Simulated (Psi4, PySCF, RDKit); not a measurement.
Relaxed torsion scan: C3H10OSi, SMILES CC[SiH2]OC. Scanned: dihedral C2–Si3–O4–C5; all other coordinates were relaxed at GFN2-xTB. Points at φ and −φ are mirror images. Heavy atoms are numbered in the order of the SMILES CC[SiH2]OC, hydrogens after them in the order of the atoms that carry them; the mirror image has the same energies with the sign of each dihedral reversed.

UFF // GFN2-xTB (RDKit); PBE0-D3(BJ)/def2-TZVP // GFN2-xTB (Psi4); RKS-B3LYP/6-31G* = restricted B3LYP/6-31G*, spherical d, density fitting // GFN2-xTB in PySCF.

Energies in mEh, each method relative to its own lowest point.

```tsv
φ / °	UFF	PBE0-D3(BJ)/def2-TZVP	RKS-B3LYP/6-31G*
-150	3.4	0.8	0.7
-120	11.9	1.9	1.6
-90	9.5	2.0	1.5
-60	6.9	1.8	1.4
-30	9.5	2.4	2.2
0	14.9	3.1	3.0
30	9.5	2.4	2.2
60	6.9	1.8	1.4
90	9.5	2.0	1.5
120	11.9	1.9	1.6
150	3.4	0.8	0.7
180	0.0	0.0	0.0
```
